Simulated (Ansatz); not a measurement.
Species: C$_{3}$H$_{9}$Ge (charge 0, doublet). It need not be the lowest isomer of its formula. SMILES: [CH2][GeH]([CH3])[CH3]
Structure (B3LYP-D3(BJ)/def2-TZVP (Ansatz, an electronic-structure program) minimum search):
```
Ge
H 1 1.5471
C 1 1.9341 2 108.65
H 3 1.0836 1 122.68 2 -31.66
H 3 1.0843 4 115.30 1 178.19
C 1 1.9674 2 110.23 3 120.08
H 6 1.0896 1 110.71 2 -58.74
H 6 1.0902 7 108.68 1 -121.43
H 6 1.0907 7 108.60 8 -117.83
C 1 1.9740 2 108.57 3 -120.22
H 10 1.0895 1 110.57 2 60.03
H 10 1.0902 11 108.66 1 -120.80
H 10 1.0906 11 108.79 12 -118.32
```
Charge 0, spin multiplicity 2.

Parts of the frozen-core correlation energy in cc-pVTZ (Ansatz, hartree). Frozen orbitals: 17; correlated occupied orbitals by spin: 13 and 12; virtual: 229 and 230. Open shells are spin-unrestricted. No spin-orbit coupling. Non-relativistic.

| term | value |
|---|---|
| reference (HF) | -2194.25972 |
| MP2 opposite-spin | ___ |
| MP2 same-spin | -0.12885 |
| CCSD correlation | ___ |
| (T) | ___ |
| T1 diagnostic | 0.010 |
| largest doubles amplitude | 0.012 |
| <S^2> of the reference | 0.763 |

Problem. Some entries are withheld; supply them.

Solution. 
- MP2 opposite-spin, value: -0.49659
- CCSD correlation, value: -0.68329
- (T), value: -0.02498
